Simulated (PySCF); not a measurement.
C$_{2}$H$_{7}$BrO$_{2}$Si (SMILES CCO[SiH](O)Br), singlet, at a GFN2-xTB geometry, atoms displaced at random by about 0.03 Å a coordinate; PySCF with B3LYP/STO-3G, gradient.

Input for PySCF:
```python
from pyscf import gto, scf, dft

mol = gto.M(
    atom='''
Si    0.33281882   -1.00304046    0.23156243
O     1.40895208   -1.77103630   -0.53450203
Br    0.96687576    1.03101577    0.79128828
O    -1.01996221   -0.85178422   -0.74249763
C    -2.09408942   -0.03964672   -0.54876488
C    -2.81274238    0.19414274   -1.92410750
H     0.06208806   -1.72158503    1.46278563
H     1.54466086   -1.67855396   -1.47998486
H    -2.81546131   -0.59399587    0.13649455
H    -1.86732245    0.89965438   -0.15493588
H    -3.75363079    0.74452153   -1.81172459
H    -3.06656272   -0.81110732   -2.33614046
H    -2.14526215    0.75172275   -2.57791055
''',
    basis='sto-3g',
    verbose=4,
)

mf = dft.RKS(mol)
mf.xc = 'b3lyp'
mf.kernel()
g = mf.nuc_grad_method()
grad = g.kernel()
```

Write the output that PySCF gives for this input, abridged.


```
PySCF version 2.14.0

[INPUT] verbose = 4
[INPUT] num. atoms = 13
[INPUT] num. electrons = 84
[INPUT] charge = 0
[INPUT] spin (= nelec alpha-beta = 2S) = 0
[INPUT] symmetry False subgroup None
[INPUT] Mole.unit = angstrom
[INPUT] Symbol           X                Y                Z      unit          X                Y                Z       unit  Magmom
[...]
nuclear repulsion = 537.360356525123
number of shells = 32
number of NR pGTOs = 162
number of NR cGTOs = 54
basis = sto-3g
ecp = {}

******** <class 'pyscf.dft.rks.RKS'> ********
method = RKS
initial guess = minao
damping factor = 0
level_shift factor = 0
DIIS = <class 'pyscf.scf.diis.CDIIS'>
diis_start_cycle = 1
diis_space = 8
diis_damp = 0
SCF conv_tol = 1e-09
SCF conv_tol_grad = None
SCF max_cycles = 50
direct_scf = True
direct_scf_tol = 1e-13
XC library pyscf.dft.libxc version 7.1.2
    S. Lehtola, C. Steigemann, M. J. T. Oliveira, and M. A. L. Marques,  SoftwareX 7, 1–5 (2018)
XC functionals = b3lyp
    P. J. Stephens, F. J. Devlin, C. F. Chabalowski, and M. J. Frisch,  J. Phys. Chem. 98, 11623 (1994)
radial grids:
    Treutler-Ahlrichs [JCP 102, 346 (1995); DOI:10.1063/1.469408] (M4) radial grids

becke partition: Becke, JCP 88, 2547 (1988); DOI:10.1063/1.454033
pruning grids: <function nwchem_prune>
grids dens level: 3
symmetrized grids: False
atomic radii adjust function: <function treutler_atomic_radii_adjust>
small_rho_cutoff = 0
Set gradient conv threshold to 3.16228e-05
Initial guess from minao.
tot grids = 164664
init E= -3057.18495401225
[...]
cycle= 1 E= -3059.78337537029  delta_E= -2.6  |g|= 0.749  |ddm|= 4.33
[...]
cycle= 2 E= -3059.80265023613  delta_E= -0.0193  |g|= 0.798  |ddm|= 2.35
[...]
cycle= 3 E= -3059.99557350094  delta_E= -0.193  |g|= 0.0858  |ddm|=  1.3
[...]
cycle= 4 E= -3059.99859272417  delta_E= -0.00302  |g|= 0.0289  |ddm|= 0.247
[...]
cycle= 5 E= -3059.99889478773  delta_E= -0.000302  |g|= 0.0073  |ddm|= 0.0579
[...]
cycle= 6 E= -3059.99891319829  delta_E= -1.84e-05  |g|= 0.00152  |ddm|= 0.0151
[...]
cycle= 7 E= -3059.99891399218  delta_E= -7.94e-07  |g|= 0.000221  |ddm|= 0.00264
[...]
cycle= 8 E= -3059.99891400904  delta_E= -1.69e-08  |g|= 5.59e-05  |ddm|= 0.00042
[...]
cycle= 9 E= -3059.99891401002  delta_E= -9.87e-10  |g|= 9.86e-06  |ddm|= 8.89e-05
[...]
Extra cycle  E= -3059.99891401003  delta_E= -1e-11  |g|= 8.23e-06  |ddm|= 2.99e-05
converged SCF energy = -3059.99891401003

******** <class 'pyscf.grad.rks.Gradients'> for <class 'pyscf.dft.rks.RKS'> ********
unit = Eh/Bohr
grid_response = False
--------------- RKS gradients ---------------
         x                y                z
0 Si     0.0881347925    -0.0553290756    -0.0555802334
1 O    -0.0743665197     0.0730247731     0.0077613833
2 Br    -0.0061054314    -0.0181052909    -0.0057818899
3 O    -0.0655138558     0.0502840480     0.0294065530
4 C     0.0749401918     0.0314722340     0.0008952032
5 C     0.0088461654     0.0218918430    -0.0049294501
6 H    -0.0019886812     0.0021824706     0.0003267617
7 H    -0.0031511589    -0.0106794126     0.0460187408
8 H     0.0005142165    -0.0188176537     0.0034591233
9 H    -0.0129969191    -0.0575476513    -0.0314037607
10 H     0.0013912478    -0.0043152232    -0.0039637069
11 H    -0.0059490846    -0.0130853481     0.0033388167
12 H    -0.0038342248    -0.0011773927     0.0104984421
----------------------------------------------
```
